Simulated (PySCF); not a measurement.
Computed IR spectrum (relative IR intensity) of a molecule C₃H₁₁NSi. Geometry optimised at PBE-D3(BJ)/def2-SVP. The values are those of a single conformer. Method: PySCF with PBE-D3(BJ)/def2-SVP. Frequencies are harmonic and unscaled.

ν (cm⁻¹): 376 (m), 401 (w), 485 (w), 649 (m), 683 (m), 787 (m), 857 (w), 888 (m), 916 (vs), 933 (w), 963 (vs), 997 (m), 1093 (vw), 1126 (vw), 1177 (m), 1277 (m), 1309 (m), 1325 (vw), 1346 (w), 1371 (w), 1420 (vw), 1431 (vw), 2098 (vs), 2156 (s), 2172 (s), 2856 (m), 2963 (m), 2966 (vw), 3049 (m), 3065 (w), 3071 (m), 3500 (w) (against the strongest line: vs over 80 %, s over 45 %, m over 15 %, w over 4 %, vw less)

Question: Which structure fits?
(A) C[SiH2][C@H](C)N
(B) CC[SiH2]CN
(C) C[Si](C)(C)N
(D) CC(C)N[SiH3]

Answer: D, CC(C)N[SiH3]
